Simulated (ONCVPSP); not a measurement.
**Potentials for V (Z = 23) compared**

Generated with ld1.x 7.5 (TM, RRKJ, ultrasoft, PAW), atompaw 4.2 or ONCVPSP 4.0.1. The cutoff is in Ry: for ld1.x and atompaw files where the sum of valence levels is converged to 10 mRy in a Bessel basis, for ONCV files where the hardest occupied wave has 1 mHa per electron of residual kinetic energy. The error is the largest all-electron minus pseudo excitation energy over each file’s own four to seven test configurations (ionisations up to +4, promotions, holes and added fractions of an electron), all of which were solved. The labels leave out finer settings (local radius, basis sizes, second energies), which also bear on the numbers. Spin-polarised tests are not counted. The rows are a selection from randomly drawn settings: files with unsolved tests, undetermined cutoffs or missed reference levels are left out.

```tsv
potential	cutoff (Ry)	largest error (meV)	bound ghosts
ONCV, PBE, scalar-relativistic, rc 1.45/1.25/1.20 (spd), local smoothed, core correction yes, reference 3s2 3p6 3d3.5 4s1.5, qcut 7.9/13.7/9.5, projectors 2/2/2	105	+2.0	none
ONCV, PBE, non-relativistic, rc 1.70/1.65/2.30/2.50 (spdf), local smoothed, core correction no, reference 3s2 3p6 3d3 4s1, qcut 8.4/9.4/8.1/4.6, projectors 3/2/2/2	47	+171	none
ONCV, Wu-Cohen, scalar-relativistic, rc 1.35/1.55/2.30 (spd), local smoothed, core correction yes, reference 3s2 3p6 3d3 4s2, qcut 8.8/9.8/7.5, projectors 2/2/2	65	+142	none
ONCV, PW91, scalar-relativistic, rc 1.30/1.30/1.10 (spd), local smoothed, core correction yes, reference 3s2 3p6 3d3 4s1, qcut 9.5/10.1/9, projectors 3/1/1	328	+11	none
ONCV, PBE, scalar-relativistic, rc 1.25/1.45/1.20/1.10 (spdf), local smoothed, core correction yes, reference 3s2 3p6 3d3 4s2, qcut 7.7/11.5/10.8/10.7, projectors 2/2/2/1	109	+4.7	none
ONCV, PBE, scalar-relativistic, rc 1.70/1.25/1.45 (spd), local smoothed, core correction no, reference 3s2 3p6 3d3 4s1, qcut 9/13.8/9.9, projectors 2/2/2	80	+22	none
ONCV, PBEsol, scalar-relativistic, rc 1.35/1.55/1.70 (spd), local smoothed, core correction no, reference 3s2 3p6 3d3 4s1 4p1, qcut 8/6.9/8.7, projectors 2/2/2	59	+30	none
```

(1) Fill in the row for V: ONCV, PBE, scalar-relativistic, rc 1.60/1.35/1.70 (spd), local smoothed, core correction yes, reference 3s2 3p6 3d3 4s2, qcut 8.1/10.7/10.8, projectors 2/2/3.

## Answers

(1) cutoff 74 Ry, largest error +25 meV, bound ghosts: none.
